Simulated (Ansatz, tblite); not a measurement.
Removing and adding an electron: `c1ccc(-c2ccc(-c3ccc(-c4ccc(-c5ccc(-c6cccnc6)nc5)nc4)nc3)nc2)nc1`. The state is a singlet with charge 0. Geometry: PBE-D4/def2-SVP. Ansatz, gas phase; energy differences of separate SCF runs; the oxidised species was run as a doublet alone; the reduced species was run as a doublet alone.

```xyz
56

C     1.001   -6.813   -9.731
C     0.075   -7.271   -8.784
C    -0.113   -6.538   -7.607
C     0.635   -5.355   -7.403
C     0.492   -4.525   -6.181
C    -0.387   -4.831   -5.122
C    -0.457   -3.992   -4.010
C     0.359   -2.838   -3.959
C     0.345   -1.896   -2.817
C     1.181   -0.758   -2.826
C     1.164    0.125   -1.749
C     0.306   -0.132   -0.653
C     0.230    0.757    0.529
C     1.000    1.930    0.679
C     0.863    2.709    1.828
C    -0.051    2.313    2.832
C    -0.251    3.086    4.079
C     0.436    4.279    4.384
C     0.182    4.941    5.586
C    -0.767    4.406    6.488
C    -1.091    5.052    7.784
C    -0.490    6.248    8.229
C    -0.859    6.783    9.467
C    -1.824    6.105   10.231
N    -2.412    4.966    9.830
C    -2.051    4.461    8.644
N    -1.429    3.262    6.199
C    -1.181    2.635    5.051
N    -0.792    1.189    2.693
C    -0.656    0.450    1.593
N    -0.496   -1.221   -0.640
C    -0.474   -2.060   -1.675
N     1.204   -2.540   -4.973
C     1.265   -3.347   -6.031
N     1.526   -4.921   -8.322
C     1.699   -5.627   -9.443
H     1.181   -7.357  -10.670
H    -0.499   -8.194   -8.960
H    -0.836   -6.887   -6.856
H    -1.025   -5.727   -5.155
H    -1.144   -4.236   -3.188
H     1.831   -0.601   -3.699
H     1.817    1.009   -1.762
H     1.712    2.243   -0.099
H     1.467    3.621    1.938
H     1.175    4.701    3.687
H     0.722    5.870    5.816
H     0.264    6.765    7.617
H    -0.406    7.715    9.838
H    -2.138    6.502   11.213
H    -2.536    3.526    8.317
H    -1.738    1.706    4.845
H    -1.274   -0.459    1.511
H    -1.155   -2.926   -1.592
H     1.963   -3.075   -6.840
H     2.439   -5.229  -10.161
```

The xTB rows come from tblite. Single mean-field runs in def2-SVP are fitted with def2-universal-jkfit. HOMO above LUMO, or a gap near zero within one spin, warns that the state may not be the lowest or that an electron is smeared out.

```csv
level,−HOMO (eV),vertical IE (eV),−LUMO (eV),vertical EA (eV),HOMO–LUMO gap (eV),IE − EA (eV),remarks
PBE-D4/def2-SVP,5.30,6.83,3.13,1.83,2.16,5.01,gap within one spin near zero (+1 doublet)
PBE0-D4/def2-SVP,6.23,7.24,2.49,1.58,3.75,5.66,–
```

Question: Estimate the rows for GFN1-xTB, GFN2-xTB.

Answer: 
```
   level  −HOMO (eV)  vertical IE (eV)  −LUMO (eV)  vertical EA (eV)  HOMO–LUMO gap (eV)  IE − EA (eV)
GFN1-xTB       11.16             12.51        8.95              7.54                2.22          4.98
GFN2-xTB        9.80             11.25        8.16              6.73                1.64          4.52
```

   Raw xTB energy differences between charge states are shifted by several eV; the methods need an empirical correction for them. Sets without diffuse functions give affinities that are too small.
